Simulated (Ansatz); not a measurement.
Ansatz (a quantum-chemistry and plane-wave program) input (B3LYP-D3(BJ)/def2-TZVP):

Ansatz 0.2 input:
```yaml
crystal:
  periodic: [false, false, false]
  atoms:
    - {symbol: Si, position_ang: [-0.50392268, -0.24438052, -0.41745619]}
    - {symbol: O, position_ang: [0.79281071, 0.27433534, 0.64173807]}
    - {symbol: H, position_ang: [0.71243174, 1.22664445, 0.71048216]}
basis:
  gaussian:
    orbitals: def2-TZVP
hamiltonian:
  xc: b3lyp
  dispersion: d3bj
total_charge: -1
phonons: {temperatures: {t_min: 298.15, t_max: 298.15, t_step: 100}}
```

Output:

```
Functional definition: B3LYP
integrals: 0.01 GiB planned
456 factors; their error is unknown
mean field: 0.15 GiB planned
mean field evaluation 1: about -9939.1747 eV, gradient 2.6e1 eV
mean field evaluation 2: about -9936.0335 eV, gradient 5.2e1 eV
mean field evaluation 4: about -9941.0514 eV, gradient 8.6e-1 eV
mean field evaluation 8: about -9941.0820 eV, gradient 2.6e-2 eV
mean field evaluation 16: about -9940.3016 eV, gradient 7.2e0 eV
mean field evaluation 32: about -9940.9625 eV, gradient 1.0e0 eV
mean field -9941.08197729 eV, -365.3280243582 hartree, gradient 3.5e-5 eV, S^2 0.000000; 4 other end points of the search recorded, 0 dependent functions left out
the calculation of the forces begins
reference -9941.08214331 eV, -365.3280304593 hartree; 12, 12 occupied and 62, 62 virtual orbitals, 456 factors
these checks for a lower state are left out or cut short: stability, starts, cluster_reference, orbital_swaps, neighbouring_geometries, increment
integrals: 0.01 GiB planned
456 factors; their error is unknown
mean field: 0.15 GiB planned
mean field -9941.08192200 eV, -365.3280223261 hartree, gradient 2.9e-6 eV, S^2 0.000000; 0 other end points of the search recorded, 0 dependent functions left out
the calculation of the forces begins
reference -9941.08208799 eV, -365.3280284260 hartree; 12, 12 occupied and 62, 62 virtual orbitals, 456 factors
these checks for a lower state are left out or cut short: stability, starts, cluster_reference, orbital_swaps, neighbouring_geometries, increment
integrals: 0.01 GiB planned
456 factors; their error is unknown
mean field: 0.15 GiB planned
mean field -9941.08193179 eV, -365.3280226859 hartree, gradient 2.9e-6 eV, S^2 0.000000; 0 other end points of the search recorded, 0 dependent functions left out
the calculation of the forces begins
reference -9941.08209784 eV, -365.3280287882 hartree; 12, 12 occupied and 62, 62 virtual orbitals, 456 factors
these checks for a lower state are left out or cut short: stability, starts, cluster_reference, orbital_swaps, neighbouring_geometries, increment
integrals: 0.01 GiB planned
456 factors; their error is unknown
mean field: 0.15 GiB planned
mean field -9941.08197575 eV, -365.3280243015 hartree, gradient 2.5e-6 eV, S^2 0.000000; 0 other end points of the search recorded, 0 dependent functions left out
the calculation of the forces begins
reference -9941.08214177 eV, -365.3280304024 hartree; 12, 12 occupied and 62, 62 virtual orbitals, 456 factors
these checks for a lower state are left out or cut short: stability, starts, cluster_reference, orbital_swaps, neighbouring_geometries, increment
integrals: 0.01 GiB planned
456 factors; their error is unknown
mean field: 0.15 GiB planned
mean field evaluation 64: about -9941.0820 eV, gradient 3.4e-3 eV
mean field -9941.08197051 eV, -365.3280241088 hartree, gradient 2.3e-6 eV, S^2 0.000000; 0 other end points of the search recorded, 0 dependent functions left out
the calculation of the forces begins
reference -9941.08213653 eV, -365.3280302101 hartree; 12, 12 occupied and 62, 62 virtual orbitals, 456 factors
these checks for a lower state are left out or cut short: stability, starts, cluster_reference, orbital_swaps, neighbouring_geometries, increment
integrals: 0.01 GiB planned
456 factors; their error is unknown
mean field: 0.15 GiB planned
mean field -9941.08192592 eV, -365.3280224702 hartree, gradient 2.9e-6 eV, S^2 0.000000; 0 other end points of the search recorded, 0 dependent functions left out
the calculation of the forces begins
reference -9941.08209201 eV, -365.3280285738 hartree; 12, 12 occupied and 62, 62 virtual orbitals, 456 factors
these checks for a lower state are left out or cut short: stability, starts, cluster_reference, orbital_swaps, neighbouring_geometries, increment
integrals: 0.01 GiB planned
456 factors; their error is unknown
mean field: 0.15 GiB planned
mean field -9941.08192395 eV, -365.3280223979 hartree, gradient 2.9e-6 eV, S^2 0.000000; 0 other end points of the search recorded, 0 dependent functions left out
the calculation of the forces begins
reference -9941.08208991 eV, -365.3280284966 hartree; 12, 12 occupied and 62, 62 virtual orbitals, 456 factors
these checks for a lower state are left out or cut short: stability, starts, cluster_reference, orbital_swaps, neighbouring_geometries, increment
integrals: 0.01 GiB planned
456 factors; their error is unknown
mean field: 0.15 GiB planned
mean field -9941.08189146 eV, -365.3280212039 hartree, gradient 2.0e-6 eV, S^2 0.000000; 0 other end points of the search recorded, 0 dependent functions left out
the calculation of the forces begins
reference -9941.08205747 eV, -365.3280273044 hartree; 12, 12 occupied and 62, 62 virtual orbitals, 456 factors
these checks for a lower state are left out or cut short: stability, starts, cluster_reference, orbital_swaps, neighbouring_geometries, increment
integrals: 0.01 GiB planned
456 factors; their error is unknown
mean field: 0.15 GiB planned
mean field evaluation 96: about -9941.0819 eV, gradient 3.5e-3 eV
mean field -9941.08189260 eV, -365.3280212458 hartree, gradient 1.9e-6 eV, S^2 0.000000; 0 other end points of the search recorded, 0 dependent functions left out
the calculation of the forces begins
reference -9941.08205864 eV, -365.3280273476 hartree; 12, 12 occupied and 62, 62 virtual orbitals, 456 factors
these checks for a lower state are left out or cut short: stability, starts, cluster_reference, orbital_swaps, neighbouring_geometries, increment
integrals: 0.01 GiB planned
456 factors; their error is unknown
mean field: 0.15 GiB planned
mean field -9941.08197365 eV, -365.3280242244 hartree, gradient 2.9e-6 eV, S^2 0.000000; 0 other end points of the search recorded, 0 dependent functions left out
the calculation of the forces begins
reference -9941.08213964 eV, -365.3280303243 hartree; 12, 12 occupied and 62, 62 virtual orbitals, 456 factors
these checks for a lower state are left out or cut short: stability, starts, cluster_reference, orbital_swaps, neighbouring_geometries, increment
integrals: 0.01 GiB planned
456 factors; their error is unknown
mean field: 0.15 GiB planned
mean field -9941.08196584 eV, -365.3280239371 hartree, gradient 2.9e-6 eV, S^2 0.000000; 0 other end points of the search recorded, 0 dependent functions left out
the calculation of the forces begins
reference -9941.08213189 eV, -365.3280300394 hartree; 12, 12 occupied and 62, 62 virtual orbitals, 456 factors
these checks for a lower state are left out or cut short: stability, starts, cluster_reference, orbital_swaps, neighbouring_geometries, increment
integrals: 0.01 GiB planned
456 factors; their error is unknown
mean field: 0.15 GiB planned
mean field -9941.08189431 eV, -365.3280213087 hartree, gradient 2.0e-6 eV, S^2 0.000000; 0 other end points of the search recorded, 0 dependent functions left out
the calculation of the forces begins
reference -9941.08206035 eV, -365.3280274106 hartree; 12, 12 occupied and 62, 62 virtual orbitals, 456 factors
these checks for a lower state are left out or cut short: stability, starts, cluster_reference, orbital_swaps, neighbouring_geometries, increment
integrals: 0.01 GiB planned
456 factors; their error is unknown
mean field: 0.15 GiB planned
mean field evaluation 128: about -9941.0819 eV, gradient 3.4e-3 eV
mean field -9941.08189844 eV, -365.3280214602 hartree, gradient 1.9e-6 eV, S^2 0.000000; 0 other end points of the search recorded, 0 dependent functions left out
the calculation of the forces begins
reference -9941.08206443 eV, -365.3280275604 hartree; 12, 12 occupied and 62, 62 virtual orbitals, 456 factors
Total energy: -9941.13945679 eV, -365.3301366905 hartree
Atom 0 at    -0.503923    -0.244381    -0.417456 Å, force    -0.000079    -0.000147    -0.000080 eV/Å
Atom 1 at     0.792811     0.274335     0.641738 Å, force    -0.000074     0.000025    -0.000053 eV/Å
Atom 2 at     0.712432     1.226644     0.710482 Å, force     0.000152     0.000122     0.000133 eV/Å
Dipole moment:     0.363148     0.445727     0.337644 e Å
Vibrations: 678.64 833.34 3855.48 cm⁻¹, zero-point energy 0.332740 eV
```
